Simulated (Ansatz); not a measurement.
A nudged elastic band was laid between two geometries of AlFH4SSi (8 atoms, charge 0, multiplicity 1).

The calculation used RKS B3LYP/def2-SVP (Ansatz 0.2.0).

```
movable images  : 7
climbing image  : yes
spring          : 5.0 eV/Å²
optimiser       : quadratic models (default)
start path      : through a guess of the saddle point
force threshold : 0.5 eV/Å
iteration limit : 39
end points      : relaxed
```

First end point:

```xyz
8
Properties=species:S:1:pos:R:3
F 1.072 -1.672 -1.281
Al 0.011 -0.832 -0.297
Si 0.425 1.514 0.245
S -1.714 -1.961 0.441
H 0.521 2.333 -1.002
H -0.677 2.064 1.089
H 1.711 1.659 0.993
H -1.348 -3.104 -0.188
```

Last end point:

```xyz
8
Properties=species:S:1:pos:R:3
F 1.109 -1.969 0.687
Al 0.016 -0.882 0.037
Si 0.424 1.521 0.198
S -1.741 -1.754 -0.938
H -0.701 2.292 -0.411
H 0.564 1.935 1.628
H 1.687 1.887 -0.515
H -1.357 -3.029 -0.686
```

Question: What changes between the two ends?

Answer: No bond is made or broken. The dihedral S4–Al2–Si3–H5 goes from -123 to 2°. The two ends are copies of one structure, up to a mirror image or an exchange of like atoms.

Question: Give the energies along the band, and the barrier.

Answer: It converged. The highest image is number 5 of 0 to 8, 0.6 kcal/mol above the ends, which have the same energy within 2 meV. The threshold of 0.5 eV/Å is loose, so the images may lie well off the minimum-energy path. The order of the stationary point at the top wasn't checked.

```
image  path coordinate (Å)  energy (kcal/mol)  dihedral S4–Al2–Si3–H5 (°)
    0                 0.00                0.0                        -123
    1                 0.46                0.1                        -107
    2                 0.92                0.3                         -91
    3                 1.38                0.4                         -74
    4                 1.85                0.3                         -58
    5                 2.31                0.6                         -42
    6                 2.78                0.6                         -27
    7                 3.24                0.3                         -12
    8                 3.71                0.0                           2
```

Question: What is the geometry of the highest image?

Answer: 
```xyz
8
Properties=species:S:1:pos:R:3
F 1.340 -1.954 -0.072
Al 0.069 -0.879 -0.051
Si 0.420 1.545 0.207
S -1.891 -1.802 -0.437
H -0.352 2.375 -0.777
H -0.012 1.950 1.588
H 1.881 1.850 0.053
H -1.454 -3.086 -0.511
```

The band took 3 iterations and of the order of 2.9 core-minutes.

Time of the run: 2.9 min on 1 thread of Arm Neoverse N1, on a shared host, peak memory 0.17 GiB.
